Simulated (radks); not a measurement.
Q: All-electron atom: the ruthenium ion Ru2+ in [Kr] 4d6. Method: scalar-relativistic Kohn-Sham, Slater X-alpha with alpha = 1.025, spin-polarised, spherical densities, finite nucleus; open shells are filled with parallel spins first (spin-orbit coupling, left out, can overturn this in heavy ions); Fermi nuclear charge, rms radius 4.4809 fm; computed with a radial shooting solver on a logarithmic mesh with Libxc functionals. Some entries of the table are withheld. Estimate them.

orbital,occ.,eigenvalue (eV),<1/r> (bohr^-1)
1s down,1,-22134.31,45.96
1s up,1,-22134.30,45.96
2s up,1,-3232.840,10.42
2s down,1,-3231.827,10.42
2p up,3,-2909.465,10.12
2p down,3,-2908.680,10.12
3s up,1,-598.0219,3.633
3s down,1,-597.2976,3.634
3p up,3,-490.2646,3.467
3p down,3,-489.4731,3.468
3d up,5,-315.5229,(1)
3d down,5,-314.4639,(2)
4s up,1,-106.2726,1.369
4s down,1,-101.1923,1.381
4p up,3,(3),1.231
4p down,3,(4),1.241
4d up,5,(5),0.9346
4d down,1,(6),0.9271

A: 
(1) 3d up <1/r> (bohr^-1): 3.248
(2) 3d down <1/r> (bohr^-1): 3.250
(3) 4p up eigenvalue (eV): -75.7064
(4) 4p down eigenvalue (eV): -70.3844
(5) 4d up eigenvalue (eV): -31.5525
(6) 4d down eigenvalue (eV): -26.1384
